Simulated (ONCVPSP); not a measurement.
# An all-electron radial function and its pseudo partner (H)

Columns: radius, all-electron u(r) and pseudo u(r) of the 1s shell (level -6.49 eV) of hydrogen in the configuration 1s1; PBE, scalar-relativistic, ONCV scheme, ONCVPSP 4.0.1.

```tsv
r (bohr)	all-electron	pseudo
0.050	0.0913	0.0736
0.100	0.1735	0.1460
0.150	0.2473	0.2161
0.200	0.3133	0.2829
0.250	0.3722	0.3456
0.300	0.4244	0.4037
0.350	0.4706	0.4569
0.400	0.5112	0.5048
0.450	0.5468	0.5472
0.500	0.5776	0.5838
0.550	0.6042	0.6147
0.600	0.6269	0.6399
0.650	0.6460	0.6595
0.700	0.6618	0.6741
0.750	0.6747	0.6844
0.800	0.6849	0.6915
0.850	0.6927	0.6962
0.900	0.6982	0.6996
0.950	0.7018	0.7020
1.000	0.7035	0.7035
1.050	0.7035	0.7035
1.100	0.7021	0.7021
1.150	0.6993	0.6993
1.200	0.6954	0.6954
1.250	0.6904	0.6904
1.300	0.6844	0.6844
```

How many radial nodes do the two functions have?

The all-electron 1s function has n − l − 1 = 0; the pseudo-wave has 0.

At about which radius was the pseudo-wave matched?

1.00 bohr, where the columns begin to agree (steps of 0.05 bohr).

Is the pseudo-wave norm-conserving?

Yes: the ONCV scheme keeps the norm inside the radius equal to the all-electron one, which fixes the energy derivative of the logarithmic derivative at the level.
